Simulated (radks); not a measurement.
Results of a calculation; reference values are marked as such.
Excited configurations of Ne IV: one electron is placed in a higher orbital outside [He] 2s2 2p2. The ground configuration is [He] 2s2 2p3. Code: a radial shooting solver on a logarithmic mesh with Libxc functionals. Model: non-relativistic Kohn-Sham, PBE, spin-polarised, spherical densities, point nucleus; open shells are filled with parallel spins first. Excitation = E - E(ground); binding = E(ion) - E, where the ion is the core of charge +4; n* = 4/sqrt(2 binding) in atomic units, and the quantum defect is n - n*.

outer orbital  excitation (eV)  binding (eV)     n*  quantum defect  eigenvalue (eV)  <r> (bohr)
3s                      59.485        38.181  2.388           0.612          -33.838       2.195
3p                      64.727        32.940  2.571           0.429          -28.782       2.307
4p                      80.145        17.521  3.525           0.475          -15.570       4.546
4f                      83.745        13.922  3.954           0.046          -11.949       4.400
5p                      86.825        10.842  4.481           0.519           -9.740       7.490
6p                      90.294         7.373  5.434           0.566           -6.668       11.15
7d                      92.683         4.984  6.609           0.391           -4.516       16.16

The Delta-SCF ionisation energy is 97.666 eV (NIST Atomic Spectra Database: 97.190 eV, semi-empirical). Self-interaction in the functional shifts the binding energies and quantum defects, so they are the method's values and not measured ones. Open shells are spherical and high-spin; term and fine-structure splittings are not resolved.
